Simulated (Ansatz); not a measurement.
Isolated molecules relaxed with PBE0-D4/def2-TZVP in Ansatz; ΔE leaves out vibrations. CCSD(T)/CBS is the MP2 limit (def2-TZVPP, def2-QZVPP) plus CCSD(T) − MP2 in def2-TZVPP, frozen cores. This one scheme is used for every species, atoms too. Functionals use def2-TZVPP. B3LYP here is the variant with VWN-RPA as its local correlation; programs differ in this. Open shells (•) are unrestricted, without spin–orbit coupling. Spin–orbit coupling would lower the free atoms: a little for C, O, Si. For As outer-core shells are correlated without core-valence functions, so the limit isn't a true one: a few kJ/mol of doubt a bond, and 10 to 20 or more in all where bonds break to atoms. Scalar relativity is left out up to krypton. Each species was taken in one conformer, which may not be the lowest.

`OC[SiH2][AsH2]` → As• + C• + 7 H• + O• + Si•  (atomization)

Problem. What is ΔE at CCSD(T)/CBS? (Estimate.)

Solution. The calculation gave: +36.20 eV.

Problem. What do these levels give: PBE0-D4, B3LYP-D4, r2SCAN0-D4, BHLYP-D4, ωB97X-V, PBE-QIDH, PBE, r2SCANh, MP2/def2-SVP, HF/def2-TZVPP, MP2/CBS(def2), CCSD/CBS(def2)? (Estimate.)

Solution. The calculation gave: PBE0-D4 35.93, B3LYP-D4 36.22, r2SCAN0-D4 35.64, BHLYP-D4 35.24, ωB97X-V 36.46, PBE-QIDH 35.61, PBE 36.27, r2SCANh 35.88, MP2/def2-SVP 33.54, HF/def2-TZVPP 25.47, MP2/CBS(def2) 36.22, CCSD/CBS(def2) 35.71 eV.

Largest T1 diagnostic among the species: 0.012.

Leaving LDA and LC-ωPBE aside and taking each functional with its dispersion term where it has one, the values, not all of them listed here, spread over 1.27 eV, from BHLYP-D4 to PBE-D4. LDA lies +5.12 eV from PBE without D4, its usual overbinding. At CCSD(T), def2-SVP lies −2.59 eV from the extrapolated value and def2-TZVPP −1.00 eV: correlation converges slowly with the basis, and small sets miss more of it in the bonded molecule than in its fragments.

For atomizations the MP2-based limit and the directly extrapolated one differ by several kJ/mol either way, and by 10 to 25 for some Ge, Se and Sn compounds, so smaller differences from it don't rank the levels.
